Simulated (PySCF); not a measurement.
H9ClGeO3Si3, SMILES [SiH3][O][Ge]([Cl])([O][SiH3])[O][SiH3], singlet at its GFN2-xTB optimised geometry (Å):

```
17

Si    -1.0112    -1.8296     3.0309
O     -1.2136    -1.8316     1.4107
Ge    -0.6119    -1.0713     0.0000
Cl    -1.3164    -2.0642    -1.6466
O      1.0903    -1.0713     0.0000
Si     2.4206    -1.4203     0.8804
O     -1.0948     0.5633     0.0000
Si    -2.2732     1.5696     0.5182
H      0.0991    -2.7372     3.3295
H     -2.3182    -2.3152     3.4651
H     -0.7176    -0.4798     3.5234
H      2.4422    -2.8624     1.1400
H      3.4660    -0.9786    -0.0370
H      2.3846    -0.6731     2.1413
H     -1.6391     2.8624     0.2790
H     -2.5582     1.3180     1.9337
H     -3.4660     1.3286    -0.2956
```

Computed with PBE0/def2-SVP in PySCF. Cells within 0.4 Å of a nucleus heavier than hydrogen are left out (blank, or x).

Map of the deformation density (molecule minus spherical neutral atoms) (e/bohr³) on the plane z = 0.0 Å:

```
|22222222222222222222222222222|
|22222222222222222222222222222|
|22222222222222222222222222222|
|22222222222222222222222222222|
|22222222111122222222222222222|
|22222111111112222222222222222|
|22221111232111222222222222222|
|22211111366211222222222222222|
|22211111365211122222222222222|
|22212342112111122222222222222|
|22112795000111222222222222222|
|22112694014332222222222222222|
|22212332137xx3211221112222222|
|22211111136xx3111211111122222|
|22221111113552112221111111222|
|22222111112210023421122211222|
|222222111100xx046x42137621122|
|222222111101xx05xx52149821122|
|22222221110011035641024421122|
|22222221111100012220001211222|
|22222222111111111111111111222|
|22222222211111111111111112222|
|22222222221111111111111122222|
|22222222222222222211111222222|
|22222222222222222222222222222|
|22222222222222222222222222222|
|22222222222222222222222222222|
|22222222222222222222222222222|
|22222222222222222222222222222|
```
Scale: ten equal steps from -0.016 (start of '0') to 0.062 (end of '9'), in the order '0123456789'; x runs from -5.50 to 5.50, y from -5.50 (bottom) to 5.50 (top).
